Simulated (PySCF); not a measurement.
Compound: C7H11BOS.
Bonds: C1–C2, C2–C3, C2–O4, O4–B5, B5–C6, C6–C7 (aromatic), C7–C8 (aromatic), C8–C9 (aromatic), C9–S10 (aromatic), C6–S10 (aromatic). Hydrogens: H11, H12, H13 on C1; H14 on C2; H15, H16, H17 on C3; H18 on B5; H19 on C7; H20 on C8; H21 on C9.

Torsions of this conformer, `[CH3:1][CH:2]([CH3:3])[O:4][BH:5][c:6]1[cH:7][cH:8][cH:9][s:10]1`: C1–C2–O4–B5 -87°, C2–O4–B5–C6 -1°, O4–B5–C6–C7 -178°.

The closed-shell ground state was solved at several levels (PySCF, density fitting, gas phase, non-relativistic). Geometry: PBE0-D3(BJ)/def2-SVP, one conformer, isolated molecule.

| level | basis functions | HOMO (eV) | LUMO (eV) | gap (eV) | dipole (D) |
| --- | --- | --- | --- | --- | --- |
| PBE0/pcSseg-1 | 232 | -7.12 | -1.34 | 5.78 | 1.89 |
| B3LYP/pcSseg-1 | 232 | -6.87 | -1.48 | 5.39 | 1.92 |

Estimate the row for CAM-B3LYP/def2-SVPD, a basis of 298 functions; the other rows only guide the guess.

HOMO -8.32 eV, LUMO -0.29 eV, gap 8.03 eV, dipole 1.87 D.

Over all these levels, which gives the widest orbital gap and which the narrowest?

CAM-B3LYP/def2-SVPD (range-separated hybrid) has the widest, 8.03 eV, and B3LYP/pcSseg-1 (global hybrid, 20 % exact exchange) the narrowest, 5.39 eV. Functional and basis both differ between the two, so the spread mixes both effects.

How far do the dipole and the HOMO energy spread over the levels?

The dipole runs from 1.87 to 1.92 D (mean 1.89 D) and the HOMO from -8.32 to -6.87 eV.
